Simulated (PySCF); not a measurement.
## Iron: highly charged ions in a basis for the neutral atom

Fe²²⁺ [He] 2s2, Fe²³⁺ [He] 2s1. All numbers are calculated (PySCF 2.14, the non-relativistic Hamiltonian (point nucleus), in def2-SVP (5s3p2d1f, 31 functions)). No spin-orbit coupling, so a gap to NIST mixes the basis error with missing relativistic terms.

Changed run: basis of the neutral atom used for a highly charged ion. This setting is unsound on purpose.

```csv
species,method,sound run (hartree),changed run (hartree),converged
Fe²²⁺,UHF,not run,-804.08759,yes
Fe²²⁺,LDA,not run,-801.97778,yes
Fe²²⁺,MN15,not run,-804.16751,yes
Fe²³⁺,UHF,not run,-733.66406,yes
Fe²³⁺,LDA,not run,-731.56732,yes
Fe²³⁺,MN15,not run,-733.63888,yes
```

Ionisation energy of Fe²²⁺:

```tsv
method	changed run (eV)	NIST (eV)
UHF	1916.3	1950.4 ± 1.8
LDA	1916.0	1950.4 ± 1.8
MN15	1919.2	1950.4 ± 1.8
```

The contracted functions were made for the neutral atom and can be too rigid for a highly charged ion.
